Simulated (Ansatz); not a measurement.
Stepwise reaction of `C[O][In]([NH2])[NH2]` with hydrogen fluoride, as a gas-phase model of exchange steps in deposition or etching. ΔE in kJ/mol; ΔG adds harmonic PBE0-D4 terms to CCSD(T)/CBS, at 1 bar.

Gas-phase electronic energies from Ansatz, PBE0-D4/def2-TZVP geometries. CBS: MP2 limit from def2 TZ/QZ plus the TZ coupled-cluster correction, frozen cores. This one scheme is used for every species. DFT in def2-TZVPP. B3LYP here is the variant with VWN-RPA as its local correlation; programs differ in this. def2 core potentials past Kr. For In outer-core shells are correlated without core-valence functions, which leaves a few kJ/mol of doubt a bond. One conformer a species, not always the lowest.

```json
{"step": "2", "reaction": "`C[O][In]([NH2])[F]` + H–F → `C[O][In]([F])[F]` + NH₃", "PBE-D4": "-35.0", "B3LYP-D4": "-36.8", "ωB97M-V": "-34.6", "CCSD(T)/CBS": "-26.3", "ΔG(400 K)": "-26.7"}
```

**Question.** Give the row of step 1, `C[O][In]([NH2])[NH2]` + H–F → `C[O][In]([NH2])[F]` + NH₃. (Best estimate.)

**Answer.** Computed: 
| step | reaction | PBE-D4 | B3LYP-D4 | ωB97M-V | CCSD(T)/CBS | ΔG(400 K) |
| --- | --- | --- | --- | --- | --- | --- |
| 1 | `C[O][In]([NH2])[NH2]` + H–F → `C[O][In]([NH2])[F]` + NH₃ | -60.8 | -62.9 | -60.2 | -51.7 | -49.2 |

**Question.** By hand: ΔE of the 2 steps together at CCSD(T)/CBS.

**Answer.** (-51.7) + (-26.3) = -78.0 kJ/mol, or -39.0 kJ/mol a step.

In ΔE each step is higher than the one before. All are downhill at CCSD(T)/CBS. ΔG lies between -49.2 and -26.7 kJ/mol a step. PBE-D4 differs from CCSD(T)/CBS by -9.1 to -8.7 kJ/mol a step. Isolated molecules leave out the surface, adducts and barriers. Largest T1 diagnostic: 0.017.
